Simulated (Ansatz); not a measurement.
GeO (`[O]=[Ge]`). Total charge 0; spin multiplicity 1. Geometry: relaxed with PBE0-D4/def2-TZVP.

```xyz
2

O     0.434    0.536    0.427
Ge   -0.434   -0.536   -0.427
```

Task: What is the dipole moment at PBE/def2-TZVPP? (Estimate.)

Result: The calculation gave: 3.03 D, with components (-1.62, -2.00, -1.59) D in this frame, pointing from negative to positive charge.

Task: And with r2SCAN, B3LYP, ωB97M-V? (Best estimate.)

Result: Ansatz gave: r2SCAN 3.13 D, B3LYP 3.38 D, ωB97M-V 3.52 D.

Task: Give the Mulliken charges with PBE, B3LYP, r2SCAN in def2-TZVPP. (Estimate.)

Result: Ansatz gave: 
```tsv
atom	PBE	B3LYP	r2SCAN
O1	-0.41	-0.47	-0.47
Ge2	0.41	0.47	0.47
```

B3LYP here is the variant with VWN-RPA as its local correlation; programs differ in this.
